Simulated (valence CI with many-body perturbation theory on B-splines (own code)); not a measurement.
**E1 line list for Ba43+**

Calculated by configuration interaction combined with many-body perturbation theory (CI+MBPT): three valence electrons over a frozen Dirac-Fock core [Ne], radial functions for each j: 11 s, 11 p, 9 d, 7 f, 5 g, 2 h, 1 i, with the one-electron correlation potential Σ1, the two-electron term Σ2, the three-electron term Σ3, Breit, model QED; selected CI, second order for the rest (own B-spline code, finite nucleus).

The last digits are not significant, and no measured levels were compared; by estimate large intervals hold to a few tenths of a per cent, small ones and those within an open d or f shell to about a per cent.

Lines 101 to 150 of 277 in falling wavelength, among levels below 649.01 eV, chosen from the strongest by gf and those to the six lowest levels. Wavelengths and rates use the calculated energies. Electric multipoles are in the length gauge, E1 and E2 with the static RPA response of the core. Weak lines are less certain than strong ones. Lines between different terms over intervals too small for the method are left out, as are lines whose strength nearly cancels. The highest levels of a list are the least certain.

Levels are named by their leading jj configuration (3d3/2^4 stands for four electrons in 3d with j = 3/2), which in mixed levels can hold well under half, so a name can repeat and another be missing. Letters in brackets count levels of one name in rising energy.

```tsv
λ vac (Å)	Upper	Lower	A (s⁻¹)	S (a.u.)
63.93	(3p1/2 3p3/2 3d5/2) J=7/2 [a]	(3s 3p1/2 3d5/2) J=5/2 [b]	1.80e+10	1.86e-02
63.78	(3s 3d3/2 3d5/2) J=3/2 [b]	(3s 3p3/2 3d3/2) J=5/2 [a]	2.76e+10	1.41e-02
63.63	(3s 3d3/2 3d5/2) J=5/2 [b]	(3s 3p3/2 3d3/2) J=5/2 [a]	7.98e+10	6.09e-02
63.60	(3s 3d3/2 3d5/2) J=3/2 [b]	(3s 3p3/2 3d3/2) J=3/2 [a]	4.47e+10	2.27e-02
62.81	(3s 3p1/2 3d5/2) J=5/2 [b]	(3s 3p1/2 3p3/2) J=3/2 [a]	1.09e+10	7.99e-03
62.54	(3s 3p3/2 3d5/2) J=5/2 [a]	(3s^2 3d5/2) J=5/2	1.37e+11	9.91e-02
62.48	(3s 3d3/2 3d5/2) J=1/2	(3s 3p3/2 3d3/2) J=1/2 [a]	5.71e+10	1.38e-02
62.15	(3s 3p1/2 3d5/2) J=3/2	(3s 3p1/2 3p3/2) J=3/2 [a]	5.85e+10	2.77e-02
61.83	(3p1/2 3p3/2 3d5/2) J=3/2 [a]	(3s 3p1/2 3d5/2) J=3/2	1.18e+11	5.51e-02
61.45	(3p1/2 3p3/2 3d5/2) J=7/2 [a]	(3s 3p1/2 3d5/2) J=7/2	1.77e+10	1.62e-02
61.23	(3p1/2 3p3/2^2) J=3/2	(3s 3p1/2 3p3/2) J=1/2	2.21e+11	1.00e-01
61.11	(3s 3p3/2^2) J=5/2	(3s^2 3p3/2) J=3/2	2.01e+11	1.36e-01
60.69	(3s 3p3/2 3d5/2) J=3/2 [a]	(3s^2 3d3/2) J=3/2	9.16e+10	4.04e-02
60.43	(3s 3p3/2 3d5/2) J=3/2 [b]	(3s 3p3/2^2) J=5/2	1.10e+11	4.78e-02
60.42	(3p1/2 3p3/2 3d5/2) J=5/2 [a]	(3s 3p1/2 3d5/2) J=5/2 [b]	1.12e+11	7.33e-02
60.38	(3p1/2 3p3/2^2) J=5/2	(3s 3p1/2 3p3/2) J=3/2 [b]	1.48e+11	9.64e-02
60.23	(3p1/2 3p3/2 3d3/2) J=5/2 [a]	(3s 3p1/2 3d3/2) J=5/2	4.63e+10	2.99e-02
60.01	(3s 3p3/2 3d3/2) J=3/2 [b]	(3s^2 3d5/2) J=5/2	4.83e+10	2.06e-02
59.87	(3s 3p3/2 3d5/2) J=5/2 [b]	(3s 3p3/2^2) J=5/2	1.20e+11	7.63e-02
59.71	(3s 3p3/2 3d5/2) J=7/2 [a]	(3s^2 3d5/2) J=5/2	9.47e+10	7.96e-02
59.59	(3p1/2 3p3/2 3d5/2) J=9/2	(3s 3p1/2 3d5/2) J=7/2	9.95e+10	1.04e-01
59.42	(3p1/2 3p3/2 3d5/2) J=7/2 [a]	(3s 3p1/2 3d5/2) J=5/2 [a]	1.49e+11	1.23e-01
59.34	(3p1/2 3p3/2 3d3/2) J=5/2 [b]	(3s 3p1/2 3d5/2) J=5/2 [a]	2.50e+10	1.55e-02
58.87	(3p1/2 3p3/2^2) J=3/2	(3s 3p1/2 3p3/2) J=3/2 [b]	8.72e+10	3.51e-02
58.63	(3p1/2 3p3/2 3d3/2) J=3/2 [a]	(3s 3p1/2 3d3/2) J=5/2	6.10e+10	2.42e-02
58.29	(3p1/2 3p3/2 3d3/2) J=5/2 [b]	(3s 3p1/2 3d3/2) J=3/2 [b]	1.18e+11	6.93e-02
58.20	(3p1/2 3p3/2 3d5/2) J=5/2 [a]	(3s 3p1/2 3d5/2) J=7/2	3.63e+10	2.12e-02
58.00	(3p1/2 3p3/2 3d3/2) J=3/2 [b]	(3s 3p1/2 3d3/2) J=1/2	4.15e+10	1.60e-02
57.99	(3p1/2 3p3/2 3d5/2) J=7/2 [b]	(3s 3p1/2 3d5/2) J=5/2 [b]	1.58e+10	1.22e-02
57.91	(3p1/2 3p3/2 3d3/2) J=5/2 [a]	(3s 3p1/2 3d3/2) J=3/2 [a]	5.43e+10	3.12e-02
57.81	(3s 3p1/2 3p3/2) J=3/2 [b]	(3s^2 3p1/2) J=1/2	1.11e+11	4.22e-02
57.76	(3p1/2 3p3/2 3d3/2) J=7/2	(3s 3p1/2 3d3/2) J=5/2	1.47e+11	1.12e-01
57.72	(3p3/2^3) J=3/2	(3s 3p3/2^2) J=3/2	5.70e+11	2.16e-01
57.41	(3p1/2^2 3p3/2) J=3/2	(3s 3p1/2^2) J=1/2	6.56e+10	2.45e-02
57.22	(3p1/2 3p3/2^2) J=1/2	(3s 3p1/2 3p3/2) J=3/2 [b]	2.46e+11	4.56e-02
57.04	(3p1/2 3p3/2 3d5/2) J=3/2 [a]	(3s 3p1/2 3d5/2) J=5/2 [a]	6.43e+10	2.36e-02
56.93	(3p1/2 3p3/2 3d3/2) J=1/2 [b]	(3s 3p1/2 3d3/2) J=1/2	9.93e+10	1.81e-02
56.81	(3s 3p3/2 3d3/2) J=3/2 [b]	(3s^2 3d3/2) J=3/2	8.46e+10	3.06e-02
56.49	(3s 3p3/2 3d5/2) J=7/2 [b]	(3s^2 3d5/2) J=5/2	8.80e+10	6.26e-02
56.42	(3p1/2 3p3/2 3d3/2) J=3/2 [a]	(3s 3p1/2 3d3/2) J=3/2 [a]	1.19e+11	4.20e-02
56.40	(3p3/2^3) J=3/2	(3s 3p3/2^2) J=1/2	1.42e+11	5.03e-02
56.21	(3s 3p3/2 3d3/2) J=5/2 [b]	(3s^2 3d3/2) J=3/2	5.04e+11	2.65e-01
56.00	(3p1/2 3p3/2^2) J=5/2	(3s 3p1/2 3p3/2) J=5/2	5.72e+10	2.97e-02
55.95	(3p1/2 3p3/2 3d5/2) J=7/2 [b]	(3s 3p1/2 3d5/2) J=7/2	4.59e+10	3.18e-02
55.91	(3p1/2 3p3/2 3d3/2) J=1/2 [a]	(3s 3p1/2 3d3/2) J=3/2 [a]	2.38e+11	4.10e-02
55.70	(3s 3p1/2 3p3/2) J=1/2	(3s^2 3p1/2) J=1/2	3.94e+11	6.73e-02
55.68	(3s 3p3/2 3d3/2) J=1/2 [b]	(3s^2 3d3/2) J=3/2	4.17e+11	7.10e-02
55.57	(3s 3p3/2^2) J=1/2	(3s^2 3p3/2) J=3/2	2.82e+11	4.77e-02
54.80	(3p1/2 3p3/2 3d5/2) J=3/2 [b]	(3s 3p1/2 3d5/2) J=5/2 [b]	1.25e+11	4.07e-02
54.70	(3p1/2 3p3/2^2) J=3/2	(3s 3p1/2 3p3/2) J=5/2	2.11e+10	6.82e-03
```
